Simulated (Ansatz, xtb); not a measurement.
# Two conformers of CH2Cl2FSi

We compare X, `F[Si](Cl)CCl`, a doublet, with Y, `F[Si](Cl)CCl`, a doublet. Both are isolated molecules in the gas phase, relaxed with PBE0-D3(BJ)/def2-SVP.

X (Å):

```xyz
7

C    -0.1115    0.3441   -1.5620
Cl   -0.6811   -2.7376   -0.8121
Cl   -0.9906    0.1163   -3.0986
F     1.7689   -1.7036   -2.1855
Si    0.7350   -1.2586   -1.0179
H    -0.8253    0.6706   -0.7916
H     0.6386    1.1365   -1.7023
```

Y (Å):

```xyz
7

C     0.3240    3.5570   -2.0109
Cl    2.6546    3.9836    0.1648
Cl   -0.9221    3.6610   -0.7453
F     2.9648    2.7645   -2.5509
Si    1.9022    2.7698   -1.3190
H     0.5538    4.5723   -2.3719
H    -0.0682    2.9683   -2.8529
```

**Question.** Estimate E(Y) − E(X) at the level CCSD(T)/def2-SVP + ΔMP2/def2-TZVPP.

**Answer.** Too close to call at this level: CCSD(T)/def2-SVP + ΔMP2/def2-TZVPP gives E(Y) − E(X) = +0.12 kcal/mol.

How the difference moves with the method:

| level | geometry | E(Y) − E(X) (kcal/mol) | departure from the last row (kcal/mol) | job, with rough time for the two |
| --- | --- | --- | --- | --- |
| PBE0-D3(BJ)/def2-SVP | PBE0-D3(BJ)/def2-SVP | −0.03 | −0.15 | optimisation, 40 s |
| HF/def2-SVP | PBE0-D3(BJ)/def2-SVP | −0.59 | −0.71 | part of the CCSD(T) run |
| MP2/def2-SVP | PBE0-D3(BJ)/def2-SVP | −0.22 | −0.34 | part of the CCSD(T) run |
| CCSD(T)/def2-SVP | PBE0-D3(BJ)/def2-SVP | −0.11 | −0.23 | single point |
| CCSD(T)/def2-SVP + ΔMP2/def2-TZVPP | PBE0-D3(BJ)/def2-SVP | +0.12 |  | single point, 31 s |

The largest departure from CCSD(T)/def2-SVP + ΔMP2/def2-TZVPP is that of HF/def2-SVP, 0.71 kcal/mol. Levels run at GFN2-xTB geometries aren't shown. The last row adds to CCSD(T) the change of the MP2 difference between the two basis sets, here +0.23 kcal/mol.

With harmonic frequencies from PBE0-D3(BJ)/def2-SVP (ideal gas, rigid rotor, one conformer each, 298.15 K, 1 atm): the zero-point term adds −0.09 kcal/mol; ΔH is +0.05 and ΔG −0.02 kcal/mol.

Open shells are spin-unrestricted. The correlated steps freeze 17 core orbitals. Run with Ansatz 0.2.0; the last row on 2 threads of Intel(R) Xeon(R) 6975P-C (Granite Rapids) on a shared host.
